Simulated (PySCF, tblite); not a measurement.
Species: C5H9F3.
Bonds: C1–C2, C2–C3, C2–C4, C4–F5, C2–C6, C6–F7, C6–F8. Hydrogens: H9, H10, H11 on C1; H12, H13, H14 on C3; H15, H16 on C4; H17 on C6.

Computed with GFN2-xTB (tblite), gas phase: nudged elastic band of 9 images (0 to 8), spring 0.2 eV/Å², climbing image at the end, force threshold 0.05 eV/Å. The top image wasn't refined or checked by frequencies; at this threshold it can lie a kcal/mol or more above the true saddle point of the method.

Path: rotation about C2–C6 (quaternary sp3 carbon, CHF2 carbon), followed by the dihedral C4–C2–C6–F7.

Image 0 (start, dihedral 62°):
```
atom  x, y, z in Å
C1      0.263   -0.609   -1.403
C2     -0.024    0.010   -0.034
C3     -0.414    1.484   -0.165
C4     -1.148   -0.775    0.652
F5     -1.428   -0.245    1.887
C6      1.228   -0.089    0.851
F7      1.644   -1.375    0.968
F8      2.267    0.588    0.305
H9     -0.619   -0.549   -2.035
H10     0.549   -1.653   -1.298
H11     1.077   -0.074   -1.887
H12     0.409    2.057   -0.585
H13    -1.276    1.581   -0.819
H14    -0.667    1.897    0.808
H15    -0.864   -1.820    0.812
H16    -2.070   -0.720    0.067
H17     1.065    0.305    1.865
```

Image 8 (end, +0.118 eV, dihedral 173°):
```
atom  x, y, z in Å
C1      0.152   -0.834   -1.302
C2     -0.022   -0.007   -0.026
C3     -0.246    1.470   -0.356
C4     -1.218   -0.567    0.755
F5     -1.470    0.150    1.892
C6      1.256   -0.150    0.819
F7      2.349    0.200    0.094
F8      1.255    0.663    1.896
H9     -0.732   -0.742   -1.927
H10     0.303   -1.886   -1.068
H11     1.011   -0.479   -1.865
H12     0.623    1.872   -0.871
H13    -1.117    1.582   -0.996
H14    -0.404    2.037    0.558
H15    -1.040   -1.603    1.069
H16    -2.124   -0.514    0.143
H17     1.417   -1.181    1.176
```

Problem. What do the inner images look like?

Solution. 
Image 1: +0.030 eV, dihedral 77°
```
atom  x, y, z in Å
C1      0.246   -0.636   -1.395
C2     -0.021    0.006   -0.033
C3     -0.392    1.482   -0.196
C4     -1.155   -0.751    0.667
F5     -1.428   -0.197    1.894
C6      1.229   -0.099    0.860
F7      1.813   -1.319    0.749
F8      2.179    0.795    0.502
H9     -0.636   -0.560   -2.026
H10     0.505   -1.686   -1.282
H11     1.072   -0.128   -1.887
H12     0.433    2.030   -0.643
H13    -1.262    1.570   -0.840
H14    -0.625    1.927    0.769
H15    -0.886   -1.796    0.845
H16    -2.077   -0.692    0.083
H17     0.997    0.064    1.923
```

Image 2: +0.089 eV, dihedral 91°
```
atom  x, y, z in Å
C1      0.230   -0.664   -1.387
C2     -0.015    0.003   -0.032
C3     -0.373    1.479   -0.223
C4     -1.165   -0.724    0.677
F5     -1.428   -0.153    1.898
C6      1.237   -0.109    0.868
F7      1.974   -1.208    0.566
F8      2.075    0.942    0.713
H9     -0.656   -0.577   -2.011
H10     0.465   -1.718   -1.262
H11     1.063   -0.183   -1.893
H12     0.451    2.012   -0.690
H13    -1.248    1.560   -0.862
H14    -0.593    1.948    0.734
H15    -0.918   -1.774    0.866
H16    -2.085   -0.653    0.091
H17     0.979   -0.170    1.936
```

Image 3: +0.144 eV, dihedral 104°
```
atom  x, y, z in Å
C1      0.215   -0.692   -1.376
C2     -0.011    0.001   -0.030
C3     -0.355    1.477   -0.250
C4     -1.176   -0.697    0.687
F5     -1.423   -0.113    1.905
C6      1.245   -0.119    0.872
F7      2.115   -1.050    0.407
F8      1.951    1.033    0.930
H9     -0.674   -0.600   -1.994
H10     0.436   -1.747   -1.238
H11     1.051   -0.232   -1.897
H12     0.473    1.993   -0.726
H13    -1.230    1.554   -0.889
H14    -0.569    1.966    0.698
H15    -0.951   -1.750    0.883
H16    -2.096   -0.613    0.103
H17     0.992   -0.398    1.906
```

Image 4: +0.177 eV, dihedral 118°
```
atom  x, y, z in Å
C1      0.201   -0.720   -1.363
C2     -0.011   -0.001   -0.028
C3     -0.335    1.475   -0.276
C4     -1.186   -0.670    0.699
F5     -1.416   -0.074    1.914
C6      1.250   -0.129    0.870
F7      2.230   -0.852    0.272
F8      1.810    1.069    1.148
H9     -0.693   -0.631   -1.976
H10     0.415   -1.774   -1.209
H11     1.036   -0.276   -1.900
H12     0.503    1.974   -0.754
H13    -1.205    1.552   -0.922
H14    -0.550    1.982    0.662
H15    -0.981   -1.727    0.901
H16    -2.107   -0.573    0.118
H17     1.032   -0.614    1.834
```

Image 5 (top): +0.182 eV, dihedral 131°
```
atom  x, y, z in Å
C1      0.188   -0.748   -1.349
C2     -0.013   -0.002   -0.028
C3     -0.315    1.474   -0.301
C4     -1.194   -0.643    0.713
F5     -1.409   -0.036    1.923
C6      1.252   -0.137    0.863
F7      2.312   -0.628    0.172
F8      1.665    1.052    1.354
H9     -0.709   -0.665   -1.959
H10     0.399   -1.800   -1.177
H11     1.021   -0.318   -1.900
H12     0.536    1.954   -0.777
H13    -1.178    1.554   -0.956
H14    -0.531    1.998    0.629
H15    -1.006   -1.702    0.921
H16    -2.116   -0.537    0.135
H17     1.091   -0.803    1.725
```

Image 6: +0.162 eV, dihedral 145°
```
atom  x, y, z in Å
C1      0.175   -0.777   -1.334
C2     -0.016   -0.003   -0.028
C3     -0.291    1.473   -0.324
C4     -1.202   -0.617    0.728
F5     -1.407    0.009    1.930
C6      1.251   -0.143    0.852
F7      2.362   -0.361    0.104
F8      1.508    0.977    1.560
H9     -0.721   -0.699   -1.945
H10     0.377   -1.828   -1.141
H11     1.010   -0.364   -1.894
H12     0.571    1.928   -0.805
H13    -1.150    1.560   -0.984
H14    -0.501    2.014    0.597
H15    -1.026   -1.675    0.951
H16    -2.124   -0.508    0.151
H17     1.176   -0.973    1.573
```

Image 7: +0.132 eV, dihedral 159°
```
atom  x, y, z in Å
C1      0.163   -0.806   -1.319
C2     -0.020   -0.005   -0.028
C3     -0.267    1.472   -0.345
C4     -1.209   -0.592    0.744
F5     -1.416    0.059    1.931
C6      1.249   -0.147    0.838
F7      2.373   -0.084    0.079
F8      1.364    0.851    1.739
H9     -0.729   -0.727   -1.935
H10     0.349   -1.856   -1.106
H11     1.006   -0.413   -1.882
H12     0.604    1.898   -0.837
H13    -1.127    1.568   -1.002
H14    -0.459    2.029    0.569
H15    -1.040   -1.647    0.989
H16    -2.130   -0.490    0.162
H17     1.282   -1.099    1.393
```

The largest changes of bonds and angles from start to top: C2–C6 1.537 → 1.553 Å, C6–F8 1.354 → 1.351 Å, C3–C2–C6 108.6 → 110.3°, C2–C6–F8 111.2 → 112.4°, C1–C2–C3 111.1 → 110.0°. GFN2-xTB torsional profiles can miss by a kcal/mol or more and can put conformers in the wrong order.

Problem. What do single points at PBE0/pcSseg-1 (PySCF, no dispersion term) give on some images?

Solution. 
```json
{"image": "0", "GFN2-xTB E (eV)": "0.000", "DFT E (eV)": "0.000", "HOMO (eV)": "-9.10", "LUMO (eV)": "1.40", "dipole (D)": "2.04"}
{"image": "2", "GFN2-xTB E (eV)": "0.089", "DFT E (eV)": "0.121", "HOMO (eV)": "-9.10", "LUMO (eV)": "1.36", "dipole (D)": "2.19"}
{"image": "5", "GFN2-xTB E (eV)": "0.182", "DFT E (eV)": "0.237", "HOMO (eV)": "-9.18", "LUMO (eV)": "1.26", "dipole (D)": "2.59"}
{"image": "6", "GFN2-xTB E (eV)": "0.162", "DFT E (eV)": "0.196", "HOMO (eV)": "-9.18", "LUMO (eV)": "1.23", "dipole (D)": "2.76"}
{"image": "8", "GFN2-xTB E (eV)": "0.118", "DFT E (eV)": "0.110", "HOMO (eV)": "-9.11", "LUMO (eV)": "1.18", "dipole (D)": "3.07"}
```

Energies count from image 0 at each level. At the GFN2-xTB top the DFT energy is 5.5 kcal/mol against 4.2; the geometries weren't optimised at the DFT level.

The cost below is that of the whole band run. Time: 2.5 s; peak memory 0.18 GiB. Hardware: one thread, Arm Neoverse V1 (aarch64), shared host with 32 logical CPUs at a one-minute load of 15.
